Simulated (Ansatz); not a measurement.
Cost and result for the atomization energy of `CO[SiH2][S]` radical (9 atoms, 8 bonds).

```xyz
9

C     0.8064   -0.9118    0.6769
O     0.7864    0.2442   -0.1326
Si   -0.5831    0.9908   -0.6173
S    -1.9384   -0.2133   -1.7087
H     1.8473   -1.1969    0.8332
H     0.2810   -1.7418    0.1939
H     0.3447   -0.7225    1.6524
H    -0.1346    2.1309   -1.4460
H    -1.4097    1.4203    0.5482
```

The species carries charge 0 and has multiplicity 2. The structure was optimised at the PBE0-D4/def2-TZVP level. It is one conformer, not always the lowest. Program: Ansatz. All runs use 4 threads of an Arm Neoverse V1 on a shared host. Times are those of one run each, without the atoms' runs, and a repeat can differ threefold. Electronic energies, without spin–orbit coupling; frozen cores. CCSD(T)/CBS adds CCSD(T) − MP2 in def2-TZVPP to the MP2 limit, and its time is that of the two runs behind it. T1 = 0.013; ⟨S²⟩ of the reference is 0.76. B3LYP takes the VWN-RPA correlation (the form of Gaussian; ORCA's B3LYP/G). HSE06 is the plane-wave form, built on full-range PBE exchange.

CCSD(T)/CBS is a level of theory with its own doubt, some kJ/mol a heavy atom from the limit and from the frozen cores, so smaller differences don't rank the functionals.

| level | functions | wall time |
| --- | --- | --- |
| BLYP-D4/def2-TZVPP | 216 | 6 s |
| PBE-D4/def2-TZVPP (with forces) | 216 | 6.5 s |
| revPBE-D4/def2-TZVPP | 216 | 6.5 s |
| CCSD(T)/def2-SVP | 89 | 8 s |
| PBE0-D4/def2-TZVPP | 216 | 11 s |
| B3LYP-D4/def2-TZVPP (with forces) | 216 | 11 s |
| HSE06-D4/def2-TZVPP | 216 | 11 s |
| PBE-QIDH/def2-TZVPP | 216 | 12 s |
| r2SCAN-D4/def2-TZVPP (with forces) | 216 | 18 s |
| ωB97M-V/def2-TZVPP (with forces) | 216 | 43 s |
| MP2/def2-QZVPP | 404 | 53 s |
| CCSD(T)/def2-TZVPP | 216 | 4.2 min |
| CCSD(T)/CBS(def2) | – | 5.1 min |

**Question.** What atomization energy does each give, and how far from CCSD(T)/CBS? (Best estimate.)

**Answer.** Ansatz gave: 
```json
{"level": "BLYP-D4/def2-TZVPP", "atomization (kJ/mol)": "3071.0", "difference from CCSD(T)/CBS": "-12.6", "per bond": "-1.6"}
{"level": "PBE-D4/def2-TZVPP (with forces)", "atomization (kJ/mol)": "3117.6", "difference from CCSD(T)/CBS": "34.0", "per bond": "4.2"}
{"level": "revPBE-D4/def2-TZVPP", "atomization (kJ/mol)": "3046.3", "difference from CCSD(T)/CBS": "-37.3", "per bond": "-4.7"}
{"level": "CCSD(T)/def2-SVP", "atomization (kJ/mol)": "2867.2", "difference from CCSD(T)/CBS": "-216.4", "per bond": "-27.1"}
{"level": "PBE0-D4/def2-TZVPP", "atomization (kJ/mol)": "3069.3", "difference from CCSD(T)/CBS": "-14.3", "per bond": "-1.8"}
{"level": "B3LYP-D4/def2-TZVPP (with forces)", "atomization (kJ/mol)": "3079.9", "difference from CCSD(T)/CBS": "-3.7", "per bond": "-0.5"}
{"level": "HSE06-D4/def2-TZVPP", "atomization (kJ/mol)": "3071.5", "difference from CCSD(T)/CBS": "-12.1", "per bond": "-1.5"}
{"level": "PBE-QIDH/def2-TZVPP", "atomization (kJ/mol)": "3049.6", "difference from CCSD(T)/CBS": "-34.0", "per bond": "-4.3"}
{"level": "r2SCAN-D4/def2-TZVPP (with forces)", "atomization (kJ/mol)": "3095.6", "difference from CCSD(T)/CBS": "12.0", "per bond": "1.5"}
{"level": "ωB97M-V/def2-TZVPP (with forces)", "atomization (kJ/mol)": "3093.8", "difference from CCSD(T)/CBS": "10.2", "per bond": "1.3"}
{"level": "MP2/def2-QZVPP", "atomization (kJ/mol)": "3083.4", "difference from CCSD(T)/CBS": "-0.2", "per bond": "0.0"}
{"level": "CCSD(T)/def2-TZVPP", "atomization (kJ/mol)": "2996.3", "difference from CCSD(T)/CBS": "-87.3", "per bond": "-10.9"}
{"level": "CCSD(T)/CBS(def2)", "atomization (kJ/mol)": "3083.6", "difference from CCSD(T)/CBS": "0.0", "per bond": "0.0"}
```

Leaving LDA and LC-ωPBE aside and taking each functional with its dispersion term where it has one, the values, not all of them listed here, spread over 114.4 kJ/mol, from BHLYP-D4 to PBE-D4. LDA lies +410.4 kJ/mol from PBE without D4, its usual overbinding. At CCSD(T), def2-SVP lies −216.4 kJ/mol from the extrapolated value and def2-TZVPP −87.3 kJ/mol: correlation converges slowly with the basis, and small sets miss more of it in the bonded molecule than in its fragments. From BLYP to BHLYP (50 % exact exchange), in def2-TZVPP and without D4, the atomization energy moves by −51.0 kJ/mol: exact exchange takes away binding that semilocal exchange gives to molecules.
